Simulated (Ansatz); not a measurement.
`CCC(F)C(F)F`, charge 0, multiplicity 1.

(1) Give a relaxed structure at PBE0-D4/def2-TZVP (the Gaussian-basis code of Ansatz). (Estimate.)

## Answers

(1) Computed: 
```xyz
14

C     0.6820    0.4749   -1.4217
C    -0.3226   -0.5099   -0.8451
C    -0.1843   -0.7492    0.6414
F     1.0570   -1.2973    0.9184
C    -0.2951    0.5034    1.4885
F    -1.4525    1.1463    1.1900
F    -0.3390    0.1689    2.7981
H     0.5170    1.4893   -1.0514
H     0.5975    0.5106   -2.5090
H     1.7050    0.1830   -1.1765
H    -1.3456   -0.1743   -1.0358
H    -0.2166   -1.4833   -1.3323
H    -0.9435   -1.4563    0.9931
H     0.5407    1.1937    1.3423
```
This is one stationary point; other conformers may exist.
